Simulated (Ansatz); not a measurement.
Nudged elastic band run: TiSi16

Input:

```yaml
crystal:
  lattice:
    - [0.0, 5.43, 5.43]
    - [5.43, 0.0, 5.43]
    - [5.43, 5.43, 0.0]
  atoms:
    - { symbol: Si, position: [0.00315008, -0.00300173, -0.00325696] }
    - { symbol: Si, position: [0.13732199, 0.12104125, 0.12092778] }
    - { symbol: Si, position: [0.00325602, -0.0029746, 0.5033117] }
    - { symbol: Si, position: [0.1233443, 0.12982221, 0.62357213] }
    - { symbol: Si, position: [0.00333891, 0.50339608, -0.00318601] }
    - { symbol: Si, position: [0.12337489, 0.62379964, 0.12952752] }
    - { symbol: Si, position: [-0.00019716, 0.50039809, 0.50010101] }
    - { symbol: Si, position: [0.12343581, 0.62381649, 0.62362516] }
    - { symbol: Si, position: [0.50001326, -2.197e-05, 4.403e-05] }
    - { symbol: Si, position: [0.62075787, 0.12104963, 0.12092342] }
    - { symbol: Si, position: [0.49649401, -0.00298481, 0.50329398] }
    - { symbol: Si, position: [0.62082581, 0.12102103, 0.63738068] }
    - { symbol: Si, position: [0.49653056, 0.5033859, -0.00320368] }
    - { symbol: Si, position: [0.62086686, 0.6373582, 0.12094884] }
    - { symbol: Si, position: [0.49661409, 0.50343523, 0.50343378] }
    - { symbol: Si, position: [0.6292286, 0.62381065, 0.62361349] }
    - { symbol: Ti, position: [0.74993229, 0.2501404, 0.25006623] }
basis:
  ecutwfc: 420.0
kpoints:
  mp_grid: { grid: [2, 2, 2] }
hamiltonian:
  xc: pbe
  dispersion: d3bj
  pseudopotentials: { kind: paw, azcp: { folder: soft_1 } }
scf:
  occupations: { method: gaussian, width: 0.05 }
  lower_state_search: "off"
neb:
  images: 5
  f_tol: 0.03
  initial_path: linear
  max_iterations: 48
  final_atoms:
    - { symbol: Si, position: [0.00141518, 0.00100117, 0.00199044] }
    - { symbol: Si, position: [0.12496827, 0.1243316, 0.1256867] }
    - { symbol: Si, position: [0.00136949, 0.00097864, 0.49625467] }
    - { symbol: Si, position: [0.12149964, 0.12146195, 0.62881836] }
    - { symbol: Si, position: [0.00147608, 0.49493829, 0.00207803] }
    - { symbol: Si, position: [0.12162427, 0.62780895, 0.12221826] }
    - { symbol: Si, position: [-0.01251232, 0.50377174, 0.50464472] }
    - { symbol: Si, position: [0.12165513, 0.62777124, 0.62890852] }
    - { symbol: Si, position: [0.49554939, 0.00100405, 0.001997] }
    - { symbol: Si, position: [0.62826366, 0.12140193, 0.12203398] }
    - { symbol: Si, position: [0.50397984, -0.0124049, 0.50442794] }
    - { symbol: Si, position: [0.62819134, 0.12146738, 0.62882626] }
    - { symbol: Si, position: [0.50409683, 0.50366928, -0.0118972] }
    - { symbol: Si, position: [0.62831434, 0.62781156, 0.12222903] }
    - { symbol: Si, position: [0.50407794, 0.5037711, 0.50466083] }
    - { symbol: Si, position: [0.62478612, 0.62498267, 0.62544631] }
    - { symbol: Ti, position: [0.37486965, 0.37479057, 0.37545826] }
  order_check: true
```

Run as:

```bash
$ ansatz run input.yaml --threads 1 --pin off --max-ram 3072MiB --backend cpu --events-out ev --progress --plain --runs-dir out
```

Output, in part (warnings, iteration lines):

```
NEB end point (image 0): max|allowed force component| = 2.731e-3 eV/Å (the criterion of neb.relax_end_points is 1.000e-2)
NEB end point (image 6): max|allowed force component| = 1.705e-3 eV/Å (the criterion of neb.relax_end_points is 1.000e-2)
NEB iter   1: max|band force component| = 2.094e0 eV/Å  barrier→ = 2.4976 eV  barrier← = 2.4976 eV  Δτ_max = 0.1218 Å  (67 SCF iters)
NEB iter   2: max|band force component| = 7.033e-1 eV/Å  barrier→ = 1.8795 eV  barrier← = 1.8795 eV  Δτ_max = 0.1337 Å  (37 SCF iters)
NEB iter   3: max|band force component| = 5.624e-1 eV/Å  barrier→ = 1.7403 eV  barrier← = 1.7403 eV  Δτ_max = 0.0533 Å  (37 SCF iters)
NEB iter   4: max|band force component| = 7.290e-2 eV/Å  barrier→ = 1.7282 eV  barrier← = 1.7282 eV  CI = image 3  Δτ_max = 0.1482 Å  (31 SCF iters)
NEB iter   5: max|band force component| = 1.517e-1 eV/Å  barrier→ = 1.7145 eV  barrier← = 1.7145 eV  CI = image 3  Δτ_max = 0.0706 Å  (35 SCF iters)
NEB iter   6: max|band force component| = 3.698e-2 eV/Å  barrier→ = 1.7103 eV  barrier← = 1.7103 eV  CI = image 3  Δτ_max = 0.0255 Å  (31 SCF iters)
NEB iter   7: max|band force component| = 1.747e-2 eV/Å  barrier→ = 1.7085 eV  barrier← = 1.7085 eV  CI = image 3  CI's point: of a kind that is not told: the force calls were inconclusive, a negative curvature could not be distinguished from the path's own, the only one lies far off the path, or fixed occupations may fill a level only in part  Δτ_max = 0.0000 Å  (292 SCF iters)
```

It converged. By the program's own check the climbing image is of a kind that is not told: the force calls were inconclusive, a negative curvature could not be distinguished from the path's own, the only one lies far off the path, or fixed occupations may fill a level only in part (lowest curvatures found: -4.39 and 0.11 eV/Å²). Limits of this set-up: coarse k mesh.

Final band (atoms are numbered from 1 in the order of the input):

| image | path coordinate (Å) | energy (eV) | Si1–Ti17 (Å) | Si2–Ti17 (Å) | Si3–Ti17 (Å) |
| --- | --- | --- | --- | --- | --- |
| 0 | 0.00 | 0.00 | 2.75 | 2.43 | 2.75 |
| 1 | 0.54 | 0.12 | 2.84 | 2.41 | 2.84 |
| 2 | 1.08 | 1.02 | 3.12 | 2.67 | 3.12 |
| 3 | 1.62 | 1.71 | 3.51 | 3.19 | 3.51 |
| 4 | 2.17 | 1.02 | 3.94 | 3.77 | 3.94 |
| 5 | 2.71 | 0.12 | 4.33 | 4.31 | 4.33 |
| 6 | 3.25 | 0.00 | 4.50 | 4.70 | 4.50 |

Run time: 7 min on 1 thread of Arm Neoverse V2 (shared host), peak memory 0.88 GiB.
